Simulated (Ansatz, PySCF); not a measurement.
C2F5, SMILES C(F)([C](F)F)(F)F, multiplicity 2. Atoms are numbered in the order given.

```xyz
7

F      1.5006     0.0318    -1.0899
C      0.8721    -0.3363     0.0000
F      1.5006     0.0318     1.0899
C     -0.6073    -0.0293     0.0000
F     -0.8355     1.2862     0.0000
F     -1.1711    -0.5470     1.0818
F     -1.1711    -0.5470    -1.0818
```
Charge 0, spin multiplicity 2.

Coordinates come from a PBE0-D3(BJ)/def2-SVP optimisation. The isomer is the one that the SMILES or the coordinates give; other isomers of the formula were not compared.

Two levels are set side by side: PBE-D3(BJ)/def2-SVP (Ansatz, a first-principles code) and PBE0-D3(BJ)/def2-SVP (Ansatz). Each level has its own optimised geometry; the coordinates shown are those of the second. Frequencies come from the Hessian of PySCF at each geometry. Differences are taken from unrounded values.

| quantity | PBE0-D3(BJ) |
|---|---|
| mean bond length (Å) | 1.353 |
| bond F1–C2 (Å) | 1.311 |
| bond C2–F3 (Å) | 1.311 |
| bond C2–C4 (Å) | 1.511 |
| bond C4–F5 (Å) | 1.335 |
| bond C4–F6 (Å) | 1.325 |
| bond C4–F7 (Å) | 1.325 |
| highest harmonic wavenumber (cm⁻¹) | 1474 |
| mean harmonic wavenumber (cm⁻¹) | 744 |
| zero-point energy (kcal/mol) | 15.96 |

Question: What does PBE-D3(BJ) give, and how far is it from PBE0-D3(BJ)? (The exact figures need the calculation; the answer reports its results.)

Answer: 
```json
[
 {"quantity": "mean bond length (Å)", "PBE-D3(BJ)": "1.369", "PBE-D3(BJ) minus PBE0-D3(BJ)": "0.016"},
 {"quantity": "bond F1–C2 (Å)", "PBE-D3(BJ)": "1.328", "PBE-D3(BJ) minus PBE0-D3(BJ)": "0.017"},
 {"quantity": "bond C2–F3 (Å)", "PBE-D3(BJ)": "1.328", "PBE-D3(BJ) minus PBE0-D3(BJ)": "0.017"},
 {"quantity": "bond C2–C4 (Å)", "PBE-D3(BJ)": "1.519", "PBE-D3(BJ) minus PBE0-D3(BJ)": "0.008"},
 {"quantity": "bond C4–F5 (Å)", "PBE-D3(BJ)": "1.356", "PBE-D3(BJ) minus PBE0-D3(BJ)": "0.021"},
 {"quantity": "bond C4–F6 (Å)", "PBE-D3(BJ)": "1.343", "PBE-D3(BJ) minus PBE0-D3(BJ)": "0.018"},
 {"quantity": "bond C4–F7 (Å)", "PBE-D3(BJ)": "1.343", "PBE-D3(BJ) minus PBE0-D3(BJ)": "0.018"},
 {"quantity": "highest harmonic wavenumber (cm⁻¹)", "PBE-D3(BJ)": "1383", "PBE-D3(BJ) minus PBE0-D3(BJ)": "-91"},
 {"quantity": "mean harmonic wavenumber (cm⁻¹)", "PBE-D3(BJ)": "700", "PBE-D3(BJ) minus PBE0-D3(BJ)": "-45"},
 {"quantity": "zero-point energy (kcal/mol)", "PBE-D3(BJ)": "15.01", "PBE-D3(BJ) minus PBE0-D3(BJ)": "-0.96"}
]
```

Exact exchange shortens and stiffens bonds; PBE has none. Differences between two approximate levels are no errors against the true value.
